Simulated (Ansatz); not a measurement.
Two isomers of CH7GeNO: A = `C[NH][GeH2][OH]`, B = `N[CH2][GeH2][OH]`.

Calculated with Ansatz (gas phase, PBE0-D4/def2-TZVP geometries, no zero-point term in ΔE). CCSD(T)/CBS adds triple-zeta CCSD(T) − MP2 to the extrapolated MP2 energy (def2 sets, frozen cores). Functionals use def2-TZVPP. For Ge outer-core shells are correlated without core-valence functions, which leaves a few kJ/mol of doubt a bond. Scalar relativity is left out up to krypton. Each species was taken in one conformer, which may not be the lowest.

Problem. Which is lower in electronic energy at CCSD(T)/CBS, and by how much? (An estimate is asked.)

Solution. The calculation gave: A, by 34.9 kJ/mol.

Problem. Give E(B) − E(A) in kJ/mol with CCSD(T)/def2-TZVPP, CCSD/def2-TZVPP, ωB97M-V, r2SCAN-D4, HF/def2-TZVPP, MP2/def2-TZVPP, PBE0-D4. (An estimate is asked.)

Solution. Computed: CCSD(T)/def2-TZVPP 36.4, CCSD/def2-TZVPP 36.1, ωB97M-V 34.2, r2SCAN-D4 35.5, HF/def2-TZVPP 41.7, MP2/def2-TZVPP 38.2, PBE0-D4 32.3. None reverses the order clearly.

Largest T1 diagnostic: 0.011.

In def2-TZVPP, CCSD(T) changes the Hartree–Fock value by −5.4 kJ/mol (the triples alone add +0.3 kJ/mol) and MP2 by −3.5 kJ/mol.
